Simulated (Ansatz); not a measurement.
Cl3Ga, SMILES [Cl][Ga-]([Cl])[Cl], charge -1, multiplicity 2.

The structure is a stationary point at B3LYP-D3(BJ)/def2-SVPD.

Two levels are set side by side: PBE/def2-SVPD (Ansatz, a quantum-chemistry and plane-wave program) and CAM-B3LYP/def2-SVPD (Ansatz). Energy differences of separate SCF runs at the same geometry; the states with an electron removed or added have multiplicity 1. Differences are taken from unrounded values.

| quantity | CAM-B3LYP |
|---|---|
| vertical ionisation energy (eV) | 3.63 |

Problem. What does PBE give, and how far is it from CAM-B3LYP? (Estimate from the structure and the level; the computed values follow.)

Solution. 
```tsv
quantity	PBE	PBE minus CAM-B3LYP
vertical ionisation energy (eV)	3.32	-0.31
```
